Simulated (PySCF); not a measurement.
CH6F2OSi2, SMILES C[Si](O[SiH3])(F)F.

The structure is a stationary point at ωB97X-D3(BJ)/def2-SVP. One conformer was computed; it need not be the lowest.

Two levels are set side by side: PBE/def2-TZVP (PySCF) and CAM-B3LYP/def2-TZVP (PySCF). Same geometry, gas phase. Differences are taken from unrounded values.

| quantity | CAM-B3LYP |
|---|---|
| orbital gap (eV) | 11.61 |
| highest occupied level (eV) | -10.71 |
| lowest empty level (eV) | 0.91 |
| dipole moment (D) | 1.86 |
| mean polarisability (bohr³) | 60.5 |

Problem. What does PBE give, and how far is it from CAM-B3LYP? (An estimate is asked for; the answer gives what the named calculation found.)

Solution. 
```tsv
quantity	PBE	PBE minus CAM-B3LYP
orbital gap (eV)	6.88	-4.74
highest occupied level (eV)	-7.78	2.93
lowest empty level (eV)	-0.91	-1.81
dipole moment (D)	1.81	-0.05
mean polarisability (bohr³)	64.1	3.6
```

PBE's occupied levels lie high since its potential decays too fast outside the molecule; exact exchange lowers them and widens the gap. Loosely held outer electrons make PBE densities more polarisable. Differences between two approximate levels are no errors against the true value.

Rough cost on one machine, each run with all the roots and properties that it gave: CAM-B3LYP against PBE within a factor of 2.
